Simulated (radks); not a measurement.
Ta2+, configuration [Xe] 4f14 5d1 6s1 6p1 (not the ground configuration).

Calculated with a radial shooting solver on a logarithmic mesh with Libxc functionals: scalar-relativistic Kohn-Sham, PBE, spin-polarised, spherical densities, point nucleus; open shells are filled with parallel spins first (spin-orbit coupling, left out, can overturn this in heavy ions).

Energy parts (hartree):
part                       energy
total                 -15603.4567
kinetic                17147.1759
electron-nucleus      -38480.3340
Hartree                 6044.1154
exchange-correlation    -314.4139

Orbitals (lengths in bohr, moments of r in powers of bohr; <r^-3> diverges for s and p1/2; r(90%) holds 90 % of the orbital's charge):
orbital  occ.  eigenvalue (hartree)  r(90%)       <r^4>   <1/r>  <r^-3>
1s up       1             -2476.727  0.0340   6.200e-07   85.47       -
1s down     1             -2476.726  0.0340   6.200e-07   85.47       -
2s up       1             -426.2300   0.122  0.00009378   19.97       -
2s down     1             -426.2276   0.122  0.00009378   19.97       -
2p up       3             -373.5905   0.115  0.00007326   18.15   18750
2p down     3             -373.5883   0.115  0.00007326   18.15   18750
3s up       1             -98.29372   0.300    0.003462   7.390       -
3s down     1             -98.29275   0.300    0.003462   7.390       -
3p up       3             -82.63998   0.306    0.003713   6.836    4159
3p down     3             -82.63888   0.306    0.003713   6.836    4159
3d up       5             -64.38855   0.288    0.002875   6.463   537.4
3d down     5             -64.38682   0.288    0.002875   6.463   537.4
4s up       1             -20.71547   0.659     0.08200   3.135       -
4s down     1             -20.71297   0.659     0.08198   3.135       -
4p up       3             -15.58194   0.709      0.1094   2.851   959.4
4p down     3             -15.57942   0.709      0.1093   2.851   959.4
4d up       5              -9.01440   0.785      0.1634   2.531   105.6
4d down     5              -9.01121   0.785      0.1631   2.532   105.6
4f up       7              -1.75720    1.07      0.6530   2.004   17.28
4f down     7              -1.75010    1.06      0.6288   2.008   17.35
5s up       1              -3.53396    1.57       2.662   1.217       -
5s down     1              -3.50911    1.57       2.618   1.222       -
5p up       3              -2.28517    1.86       5.171   1.026   136.0
5p down     3              -2.25126    1.84       5.012   1.033   138.1
5d up       1              -0.88517    2.84       27.37  0.6922   7.584
5d down     0              -0.82739    2.76       24.58  0.7078   8.027
6s up       1              -0.82520    3.88       98.58  0.4655       -
6s down     0              -0.74114    3.82       92.95  0.4742       -
6p up       1              -0.57471    4.74       217.2  0.3821   19.16

The highest occupied level is 6p up at -15.639 eV. The configuration is held as typed, so some empty levels lie below it. The density falls to 0.001 e/bohr^3 at r = 4.45 bohr. Summed over all electrons, <r^2> = 51.49 bohr^2, which gives a Langevin (diamagnetic) susceptibility term of -40.8 x 10^-6 cm^3/mol. Spin moment in Bohr magnetons: 3.
